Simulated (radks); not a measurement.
Ionisation of the potassium ion K+, [Ar], to [Ne] 3s2 3p5 as the strength of local exchange is varied. Method: Dirac Kohn-Sham, Slater X-alpha exchange (alpha = 2/3 is LDA exchange), no correlation, spin-unpolarised, spherical densities, point nucleus; computed with a radial shooting solver on a logarithmic mesh with Libxc functionals.

alpha  E(K+) (hartree)  exchange (hartree)  IE (eV)  -e of the level emptied (eV)  <r> of it (bohr)
0.568       -594.47642           -25.55100   28.542                21.680 (3p3/2)             1.465
0.649       -598.12957           -29.34590   30.032                23.068 (3p3/2)             1.443
0.667       -598.94394           -30.19431   30.368                23.381 (3p3/2)             1.438
0.808       -605.35540           -36.90436   33.060                25.904 (3p3/2)             1.403
0.858       -607.64267           -39.31110   34.041                26.827 (3p3/2)             1.391
0.969       -612.74603           -44.70508   36.266                28.926 (3p3/2)             1.366
1.004       -614.36252           -46.42047   36.981                29.603 (3p3/2)             1.358

NIST Atomic Spectra Database: 31.625 eV (measured). The Delta-SCF value meets it near alpha = 0.73. Spin polarisation and multiplet splitting are left out, so open shells lie too high by an amount that depends on their filling.

Beside tabulated values, note that spin-unpolarised runs miss the spin-polarisation part of the exchange energy of open shells.
